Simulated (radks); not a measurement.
Values are calculated unless marked as measured or tabulated.
Question: Ionisation of neutral krypton, [Kr], to [Ar] 3d10 4s2 4p5 as the strength of local exchange is varied. Level of theory: Dirac Kohn-Sham, Slater X-alpha exchange (alpha = 2/3 is LDA exchange), no correlation, spin-unpolarised, spherical densities, finite nucleus; Fermi nuclear charge, rms radius 4.1884 fm (a radial shooting solver on a logarithmic mesh with Libxc functionals).

alpha  E(Kr) (hartree)  exchange (hartree)  IE (eV)  -e of the level emptied (eV)  <r> of it (bohr)
0.667      -2783.80345           -89.83070   13.122                 7.925 (4p3/2)             1.982
0.711      -2789.73547           -95.95554   13.689                 8.430 (4p3/2)             1.961
0.782      -2799.33355          -105.89041   14.626                 9.270 (4p3/2)             1.930
0.786      -2799.87524          -106.45202   14.679                 9.318 (4p3/2)             1.928
x          -2781.11115           -87.05478   12.868                 7.700 (4p3/2)             1.991

Which alpha was used in the last row?

Answer: alpha = 0.647. NIST Atomic Spectra Database: 14.000 eV (measured). The Delta-SCF value meets it near alpha = 0.73. Spin polarisation and multiplet splitting are left out, so open shells lie too high by an amount that depends on their filling. Sharing an open shell by 2j + 1 raises it above the true ground level by a part of the spin-orbit splitting, which enters the differences from NIST.

Beside tabulated values, note that spin-unpolarised runs miss the spin-polarisation part of the exchange energy of open shells.
